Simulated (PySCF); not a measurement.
Correlation energy of Se²⁴⁺ (selenium, charge +24)

Starting occupation: [Ne]. All numbers are calculated (PySCF 2.14, X2C-1e with screened-nucleus spin-orbit coupling, Gaussian nucleus, in an even-tempered Gaussian basis (18 s from 7.2 bohr⁻², ratio 2.4; 12 p from 9.4 bohr⁻², ratio 2.4; 5 d from 40 bohr⁻², ratio 2.6; 5 f from 60 bohr⁻², ratio 2.6)). Frozen: nothing; 10 electrons correlated; the 34 highest virtual spinors left out.

MP2 pair energies summed by pair of shells (mhartree):

```csv
pair,energy,share (%)
2p1/2-2p3/2,-97.14,25.5
2p3/2-2p3/2,-92.45,24.3
2p3/2-2s1/2,-44.73,11.8
1s1/2-1s1/2,-39.83,10.5
1s1/2-2p3/2,-26.84,7.1
2p1/2-2s1/2,-22.63,5.9
2p1/2-2p1/2,-22.30,5.9
1s1/2-2p1/2,-14.24,3.7
2s1/2-2s1/2,-11.59,3.0
1s1/2-2s1/2,-8.78,2.3
```

Total MP2 correlation energy: -380.54 mhartree.

At this charge the one-electron X2C treatment keeps the bare 1/r₁₂, with no two-electron picture change or Breit term. That inflates the 1s pair energies well beyond their four-component values.
